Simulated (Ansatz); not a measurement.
C2H6BFO, SMILES `BC(F)OC`. The species carries charge 0 and has multiplicity 1.

Cartesian coordinates in Å:
```
B -0.4031 0.4628 -1.8749
C 0.4114 0.2159 -0.5400
F 1.2066 1.3060 -0.1881
O -0.5841 0.0241 0.3929
C -0.1468 -0.5116 1.6290
H -0.7163 1.5727 -2.1747
H -0.7264 -0.4753 -2.5375
H 1.1029 -0.6404 -0.5591
H 0.3555 -1.4739 1.4771
H -1.0337 -0.6599 2.2431
H 0.5341 0.1796 2.1323
```

Q: List the harmonic frequencies (cm⁻¹, unscaled) at PBE0-D4/def2-TZVP in Ansatz. (An estimate is asked.)

A: The calculation gave: 72, 128, 163, 208, 305, 475, 539, 777, 940, 992, 1040, 1056, 1167, 1170, 1213, 1224, 1366, 1384, 1467, 1481, 1500, 2613, 2710, 2995, 3027, 3105, 3158.

Q: Is this a minimum?

A: Yes, all 27 modes are real.

Q: Give the ideal-gas thermochemistry at 298.15 K and 1 bar (rigid rotor, harmonic oscillator; point group C1, symmetry number 1).

A: Zero-point energy 217.0 kJ/mol; H(298) − E = 236.9 kJ/mol; entropy 333.3 J/(mol·K), of which translation 162.8, rotation 106.9, vibration 63.5; G(298) − E = 137.6 kJ/mol. Modes under 100 cm⁻¹ are hindered rotations or soft bends, so the harmonic entropy is rough.
